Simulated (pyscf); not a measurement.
Optimised with ωB97X-D3(BJ)/def2-SVP in PySCF. Correlated levels are frozen-core, on RHF or UHF. ΔMP2 is the change of the MP2 total energy from the triple- to the quadruple-zeta basis.

What is the homolytic dissociation enthalpy (298 K, CCSD(T)/def2-TZVPP + ΔMP2(QZVPP)) of the Ge–O bond of `[SiH3][O][GeH3]`, to •O–SiH₃ + GeH₃•?

Ge–O to •O–SiH₃ + GeH₃•: 107.6 kcal/mol. •O–SiH₃ lies 24.9 kcal/mol over its isomer HO–SiH₂•, and others may lie lower still (electronic energy, ωB97M-D3(BJ)). The CCSD(T) − MP2 part came from Ansatz, without density fitting, on the same reference. The frozen core leaves the outer d or s,p core shells of the metals and heavy elements correlated in the MP2 and CC values, and def2-TZVPP describes them poorly, which can shift differences by a few kcal/mol. Elements up to Kr have no core potential and no relativistic terms here.
